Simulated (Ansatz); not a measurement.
A made-up structure of CHBBr, doublet:

```
atom    x (Å)    y (Å)    z (Å)
  B1  -0.4097   0.5908  -0.3991
  C2   0.2613  -0.3767   0.2547
 Br3   1.1419  -1.6465   1.1122
  H4   2.1990  -1.9845   2.1362
```

It is relaxed with PBE-D4/def2-SVP and then PBE0-D4/def2-TZVP (Ansatz 0.2.0). Atoms count as bonded within 1.22 times the sum of their covalent radii (H–H: 0.88 Å). The end point is not checked to be a true minimum.

Does its bonding change? (A judgement: the text doesn't fix the answer.)

By the calculation: No: no bond forms or breaks.

Where it ends: The first stage lowers the energy by 0.85 eV in 23 steps. It ends as CHBBr ([B][C][BrH]):
```
4
angstrom
B -0.3270 0.3540 -0.3558
C 0.4695 -0.1915 0.5848
Br 1.1285 -1.8530 0.8263
H 1.9214 -1.7265 2.0486
```

Labels in which every atom is bracketed show which atoms are joined, not bond orders.

For scale, one of the runs: PBE0-D4/def2-TZVP relaxation, 116 basis functions, launched by `ansatz run in.yaml --threads 2 --pin off --events-out ev --progress --plain --max-ram 4352MiB`. Hardware: 2 CPU threads of an Arm Neoverse V2, shared host. Wall time about 49 s.
